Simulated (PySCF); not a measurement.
Polarisability and C₆ of Ca (calcium, neutral)

[Ar] 4s2, closed-shell 1S. Computed with PySCF 2.14 in def2-QZVPPD, with no relativity, point nucleus. Coupled (time-dependent) response in atomic units; α is the mean over directions.

```
method  mean α (bohr³)  C₆ (like pair)  S(−4)
   UHF           185.3            2767  16990
   PBE           159.8            2213  12800
  PBE0           164.5            2315  13450
revPBE           166.2            2342  13870
 wB97X           155.5            2135  11970
```

S(−4) is the Cauchy moment in α(ω) = α(0) + S(−4) ω² + …

Reference α: 160.8 ± 4 bohr³ (recommended; Schwerdtfeger and Nagle, table of static dipole polarizabilities (2023 update)). Published C₆: 2163 (Chu and Dalgarno (2004); Tang, Norbeck and Certain (1976)).

Hartree-Fock lies above the reference because it lacks correlation, which contracts the outer shell.

α(iu) at PBE0:

| u (hartree) | α(iu) (bohr³) |
| --- | --- |
| 0 | 164.5 |
| 0.0500 | 136.7 |
| 0.100 | 91.36 |
| 0.200 | 40.80 |
| 0.300 | 22.43 |
| 0.500 | 10.45 |
| 0.750 | 5.944 |
| 1.00 | 4.046 |
| 1.50 | 2.314 |
| 2.00 | 1.507 |
| 3.00 | 0.7805 |
| 5.00 | 0.3194 |
